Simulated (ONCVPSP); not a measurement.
# Debugging a pseudopotential input (krypton (Kr), ONCVPSP 4.0.1)

Command:

```bash
oncvpsp.x < Kr.dat > Kr.out
```

Input:

```
# ATOM AND REFERENCE CONFIGURATION
# atsym  z   nc   nv     iexc    psfile
  Kr 36.00    3    5        0      upf
#
#   n    l    f
    1    0    2.00
    2    0    2.00
    2    1    6.00
    3    0    2.00
    3    1    6.00
    3    2   10.00
    4    0    2.00
    4    1    6.00
#
# PSEUDOPOTENTIAL AND OPTIMIZATION
# lmax
    2
#
#   l,   rc,      ep,       ncon, nbas, qcut
    0    0.85    0.00    5    8   16.90
    1    0.75    0.00    4    8   21.80
    2    0.70    0.00    4    9   22.80
#
# LOCAL POTENTIAL
# lloc, lpopt,  rc(5),   dvloc0
    4    4    0.65    3.00
#
# VANDERBILT-KLEINMAN-BYLANDER PROJECTORs
# l, nproj, debl
    0    2    0.80
    1    2    1.30
    2    1    2.20
#
# MODEL CORE CHARGE
# icmod, fcfact, rcfact
    0    0.00    0.00
#
# LOG DERIVATIVE ANALYSIS
# epsh1, epsh2, depsh
  -11.00    5.00    0.04
#
# OUTPUT GRID
# rlmax, drl
    6.00    0.01
#
# TEST CONFIGURATIONS
# ncnf
    4
# nvcnf
#   n    l    f
    5
    3    0    2.00
    3    1    6.00
    3    2   10.00
    4    0    2.00
    4    1    5.00
#
    5
    3    0    2.00
    3    1    6.00
    3    2   10.00
    4    0    2.00
    4    1    4.00
#
    5
    3    0    2.00
    3    1    6.00
    3    2   10.00
    4    0    2.00
    4    1    3.00
#
    5
    3    0    2.00
    3    1    6.00
    3    2    9.00
    4    0    2.00
    4    1    6.00
#
```

This is an input that runs to its end, with one change: iexc set to 0.

Q: How does the run end?

A: The program refuses the input: "test_data: must have iexc <=4, iexc /= 0.".

```
ONCVPSP  (Optimized Norm-Conservinng Vanderbilt PSeudopotential)
scalar-relativistic version 4.0.1

test_data: must have iexc <=4, iexc /= 0.
  negative values for libxc
ERROR: test_data found   1 ERROR; stopping
```
